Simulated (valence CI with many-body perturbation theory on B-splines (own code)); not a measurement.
# Hyperfine factors and g values of Ru21+

Calculated by configuration interaction combined with many-body perturbation theory (CI+MBPT): five valence electrons over a frozen Dirac-Fock core [Ar], a basis of 7 s, 7 p, 8 d, 6 f, 4 g, 1 h functions for each j, with the one-electron correlation potential Σ1 (screened to all orders), the two-electron term Σ2, the three-electron term Σ3, Breit, model QED; selected single and double excitations, second order for the rest, scaled by the run's own slope (own B-spline code, finite nucleus).

No measured levels were compared; by estimate terms of the open shell hold to 2 to 4 % of their energy, and close levels can change places. Only levels of the ground parity were solved; by the run's estimate the other parity begins above the list, which can be wrong where configurations are misplaced.

A/g_I is the dipole constant over the nuclear g factor μ/I (μ in nuclear magnetons, uniformly magnetised nucleus), B/Q the quadrupole constant per barn. Both hold the static response of the core; the bare values leave it out. Large factors of s and p1/2 electrons are usually good to 5 to 10 %; those of open d and f shells near neutrality can be off by tens of per cent, and small factors of p3/2, d and f electrons come from cancelling terms and can be off by a factor of two or in sign, in half-filled shells by more. B is blank for J = 1/2, where it vanishes, and for nearly pure S terms. Energies count from the lowest level.

Names give the largest LS component (configuration and term), which can be under half, so a name can repeat, a term be missing and a line seem to break the LS rules; names also repeat where a configuration has a term twice. Letters in brackets count levels of one name in rising energy.

```csv
Level,E (cm⁻¹),g,A/g_I (MHz),A/g_I bare,B/Q (MHz/b),B/Q bare
3d⁵ ⁶S_5/2,0,1.956,-428,303,,
3d⁵ ⁴G_5/2 [a],86460,1.033,5970,6040,7590,7770
3d⁵ ⁴G_7/2,103710,1.054,6540,6620,5340,5480
3d⁵ ⁴G_11/2,105870,1.238,6680,6890,-93.6,-95.2
3d⁵ ⁴P_3/2,108020,1.429,5720,6070,6120,6270
3d⁵ ⁴G_5/2 [b],108720,1.056,5570,5650,3170,3250
3d⁵ ⁴G_9/2,110140,1.168,6310,6470,4030,4140
3d⁵ ⁴P_1/2,118990,1.953,-2710,-1960,,
3d⁵ ⁴D_7/2,132360,1.337,4340,4620,2430,2480
3d⁵ ⁴D_5/2,141570,1.311,5880,6140,-1130,-1160
3d⁵ ⁴D_1/2,147820,0.674,14000,13700,,
3d⁵ ⁴D_3/2,151860,1.354,6710,7000,-2900,-2980
3d⁵ ²I_11/2,152450,0.977,7840,7860,874,896
3d⁵ ²I_13/2,163830,1.074,7740,7830,-26.0,-23.0
3d⁵ ²F_7/2 [a],164340,1.125,7750,7880,-7650,-7840
3d⁵ ²D_3/2 [a],167690,0.689,11400,11200,-935,-955
3d⁵ ²G_9/2 [a],169420,1.170,6270,6430,-123,-138
3d⁵ ²F_5/2 [a],171580,1.088,5980,6080,1870,1920
3d⁵ ⁴F_5/2,188440,1.052,7160,7240,-7630,-7810
3d⁵ ²H_9/2,193470,1.089,7180,7280,1480,1510
3d⁵ ²G_7/2 [a],200350,1.071,7920,8000,313,317
3d⁵ ⁴F_3/2,205900,0.639,11900,11700,-1350,-1380
3d⁵ ²F_7/2 [b],208520,1.054,7820,7900,-5530,-5670
3d⁵ ²F_5/2 [b],211910,0.973,6460,6490,3350,3440
3d⁵ ²H_11/2,221130,1.063,7580,7660,-837,-851
3d⁵ ²F_7/2 [c],225390,1.147,7170,7310,-1830,-1870
3d⁵ ²G_9/2 [b],227550,1.088,7020,7120,153,154
3d⁵ ²S_1/2,233540,1.966,-1330,-592,,
3d⁵ ²D_5/2 [a],241020,1.052,6990,7060,-1400,-1420
3d⁵ ²D_3/2 [b],260110,0.812,9110,9020,-3790,-3890
3d⁵ ²D_5/2 [b],275190,1.143,6180,6320,-2580,-2650
3d⁵ ²G_9/2 [c],289670,1.108,6910,7030,-5530,-5660
3d⁵ ²G_7/2 [b],296580,0.907,9130,9100,6890,7070
3d⁵ ²P_3/2,338500,1.251,6590,6800,-7010,-7190
3d⁵ ²P_1/2,351590,0.733,690,566,,
3d⁵ ²D_5/2 [c],378710,1.196,5420,5600,-3510,-3600
3d⁵ ²D_3/2 [c],388080,0.871,12100,12000,9880,10100
```

Take the isotope of mass number 101, with I = 5/2, μ = -0.718 μN and Q = 0.46 b. What is the hyperfine structure of 3d⁵ ⁴P_1/2?

From the table A = 778 MHz. Shifts from the centre of gravity in MHz: F = 2: -1360, F = 3: 972.
